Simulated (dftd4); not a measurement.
H₈Si₃, charge +1, doublet, at a GFN2-xTB geometry (a state made from the parent by changing its charge; the spin is typed, not shown lowest).

Here is a job for dftd4.
```
$ dftd4 mol.xyz --func tpssh --charge 1 --json dftd4.json --noedisp --property

# file mol.xyz
11

Si     1.73006259     0.88617971    -0.01821925
Si     0.21430832    -1.03910606    -0.11847187
Si    -1.93611862     0.11291389     0.13212917
H      3.05494759     0.29289400    -0.13804698
H      1.35438441     1.72882927    -1.14918317
H      1.47531091     1.50967649     1.27664176
H      0.46584425    -2.03082472     0.92986925
H      0.32388443    -1.79829328    -1.36643948
H     -2.00324331     1.05008294    -0.98479523
H     -1.86962290     0.76938187     1.43401237
H     -2.91703742    -0.96157215     0.06180881
```

What does this run give for the partial charges in atom order, dispersion energy?


```
Property                                                                                                                       Result
-----------------------------  ------------------------------------------------------------------------------------------------------
partial charges in atom order  Si1 0.03, Si2 0.04, Si3 0.03, H4 0.12, H5 0.11, H6 0.11, H7 0.11, H8 0.11, H9 0.11, H10 0.11, H11 0.12
dispersion energy                                                                                                      -5.69 kcal/mol
```
